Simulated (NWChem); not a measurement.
System meant: HS2, doublet; SMILES [S]S

NWChem input:

```
start job
memory heap 200 mb stack 900 mb global 1100 mb
geometry units angstroms noautoz
  S      0.029869    -1.052074     0.000000
  S      0.067440     0.943595     0.000000
  H     -1.275563     1.274027     0.000000
end
basis spherical
  S library def2-svp
  H library def2-svp
end
dft
  odft
  mult 2
  xc pbe0
  iterations 4
  mulliken
end
task dft energy
```

End of the output:

```
     --------------------------
     Expectation value of S2:
     --------------------------
      <S2> =      0.7528 (Exact =     0.7500)

 center of mass
 --------------
 x =   0.03668202 y =  -0.03743146 z =   0.00000000

 moments of inertia (a.u.)
 ------------------
         233.628661443793           0.000000000000           0.000000000000
           0.000000000000           6.276948648858           0.000000000000
           0.000000000000           0.000000000000         239.905610092651

     Multipole analysis of the density
     ---------------------------------

     L   x y z        total         alpha         beta         nuclear
     -   - - -        -----         -----         ----         -------
     0   0 0 0     -0.000000    -17.000000    -16.000000     33.000000

     1   1 0 0     -0.414343     -0.228000     -0.186344      0.000000
     1   0 1 0      0.507725      0.671505     -0.163781      0.000000
     1   0 0 1     -0.000000     -0.000000     -0.000000      0.000000

     2   2 0 0    -19.127667    -12.988504    -12.192364      6.053201
     2   1 1 0     -1.250346      0.835032      0.886101     -2.971479
     2   1 0 1     -0.000000     -0.000000     -0.000000      0.000000
     2   0 2 0    -18.496292    -71.921843    -66.523014    119.948565
     2   0 1 1     -0.000000     -0.000000     -0.000000      0.000000
     2   0 0 2    -19.662806    -11.229156     -8.433650      0.000000

 ------------------------------------------------------------------------
 dft energy failed                                                                                  0
 ------------------------------------------------------------------------
 ------------------------------------------------------------------------
  current input line :
    19: task dft energy
 ------------------------------------------------------------------------
 ------------------------------------------------------------------------
 This type of error is most commonly associated with calculations not reaching convergence criteria
 ------------------------------------------------------------------------
 For more information see the NWChem manual at https://nwchemgit.github.io

0:dft energy failed:Received an Error in Communication
```

**Question.** What is wrong, and how is it mended?

**Answer.** The run did not converge; its last values are not results. Cause: the SCF was allowed too few iterations. This input runs:
```
start job
memory heap 200 mb stack 900 mb global 1100 mb
geometry units angstroms noautoz
  S      0.029869    -1.052074     0.000000
  S      0.067440     0.943595     0.000000
  H     -1.275563     1.274027     0.000000
end
basis spherical
  S library def2-svp
  H library def2-svp
end
dft
  odft
  mult 2
  xc pbe0
  iterations 150
  mulliken
end
task dft energy
```
It converges to -796.42857 Ha (PBE0/def2-SVP, spin-unrestricted).
